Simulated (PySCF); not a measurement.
A made-up structure of LiAlOF$_{2}$, singlet:

```json
{"atom": "Li1", "x (Å)": "-1.7066", "y (Å)": "-1.4370", "z (Å)": "1.9701"}
{"atom": "O2", "x (Å)": "-0.6632", "y (Å)": "-0.5553", "z (Å)": "0.7654"}
{"atom": "Al3", "x (Å)": "0.3936", "y (Å)": "0.3323", "z (Å)": "-0.4545"}
{"atom": "F4", "x (Å)": "1.5678", "y (Å)": "-0.5114", "z (Å)": "-1.6112"}
{"atom": "F5", "x (Å)": "0.4083", "y (Å)": "2.1713", "z (Å)": "-0.6698"}
```

It is relaxed with PBE-D4/def2-SVP and then PBE0-D4/def2-TZVP (PySCF 2.14 with density fitting (its default auxiliary sets; JK sets also for MP2 and CCSD(T))). Atoms count as bonded within 1.22 times the sum of their covalent radii (H–H: 0.88 Å). The end point is not checked to be a true minimum.

Question: Does its bonding change? (A judgement: the text doesn't fix the answer.)

Answer: Computed: No: no bond forms or breaks.

Where it ends: The first stage lowers the energy by 1.27 eV in 10 steps. It ends as LiAlOF₂ ([Li][O][Al]([F])[F]):
Li1  (-1.536, -1.268, 1.756)
O2  (-0.623, -0.444, 0.691)
Al3  (0.302, 0.386, -0.386)
F4  (1.357, -0.327, -1.440)
F5  (0.287, 2.032, -0.543)
(Å)

Labels in which every atom is bracketed show which atoms are joined, not bond orders.

For scale, one of the runs: PBE0-D4/def2-TZVP relaxation, 144 basis functions, launched by `OMP_NUM_THREADS=2 python run.py`. Time: 29 s of wall clock on 2 CPU threads of an AMD EPYC 7B13; the host was shared. Peak host memory: 1.3 GiB.
